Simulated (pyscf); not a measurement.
Structures and frequencies: ωB97X-D3(BJ)/def2-SVP in PySCF. Correlated levels are frozen-core, on RHF or UHF. ΔMP2 is the change of the MP2 total energy from the triple- to the quadruple-zeta basis.

**Question.** For •O–AsH₂ → HO–AsH•, a hydrogen shift (doublet surface; As–H broken, H–O formed), PBE/def2-TZVP gives ΔE‡ = 23.9 kcal/mol and ΔE = -27.8 kcal/mol (zero: the reactant's lowest minimum found). In which direction and how far do PBE0-D3(BJ)/def2-TZVP, ωB97M-D3(BJ)/def2-TZVP, CCSD(T)/def2-TZVPP + ΔMP2(QZVPP) move these?

**Answer.** PBE0-D3(BJ): ΔE‡ = 25.5 kcal/mol, ΔE = -30.7 kcal/mol; ωB97M-D3(BJ): ΔE‡ = 25.4 kcal/mol, ΔE = -33.4 kcal/mol; CCSD(T): ΔE‡ = 25.1 kcal/mol, ΔE = -33.9 kcal/mol. PBE's barrier lies under all of them, by 1.2 to 1.7 kcal/mol. Its reaction energy lies over all of them, by 2.9 to 6.1 kcal/mol. One saddle was located; it need not be the lowest between these sides. The CCSD(T) − MP2 part came from Ansatz, without density fitting, on the same reference. The frozen core leaves the outer d or s,p core shells of the metals and heavy elements correlated in the MP2 and CC values, and def2-TZVPP describes them poorly, which can shift differences by a few kcal/mol. Elements up to Kr have no core potential and no relativistic terms here.
